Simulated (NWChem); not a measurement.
System: C3H4BFO; SMILES OB1C=C[C@H]1F

Input file for NWChem:

```
start job
memory heap 200 mb stack 900 mb global 1100 mb
geometry units angstroms noautoz
  O      0.990711     1.768915    -0.132649
  B      0.077922     0.821051     0.149915
  C     -1.437792     0.683951    -0.097882
  C     -1.243750    -0.659135    -0.102142
  C      0.144577    -0.753046     0.480398
  F      1.045104    -1.524698    -0.230950
  H      1.895775     1.466071    -0.001116
  H     -2.336975     1.250990    -0.344526
  H     -1.885972    -1.482660    -0.445026
  H      0.156682    -1.092105     1.530175
end
basis spherical
  O library def2-svp
  B library def2-svp
  C library def2-svp
  F library def2-svp
  H library def2-svp
end
dft
  xc m06-l
  iterations 150
  mulliken
end
task dft energy
```

Coordinates come from a PBE0/def2-SVP optimisation.

Problem. Predict the main results of this run. (M06-L/def2-SVP.) Quantities: energy (Ha); highest occupied level (eV); orbital gap (eV); dipole (D).

Solution. 
```
Item                           Value
---------------------------  -------
energy (Ha)                  -316.37
highest occupied level (eV)    -6.67
orbital gap (eV)                5.24
dipole (D)                      0.88
```
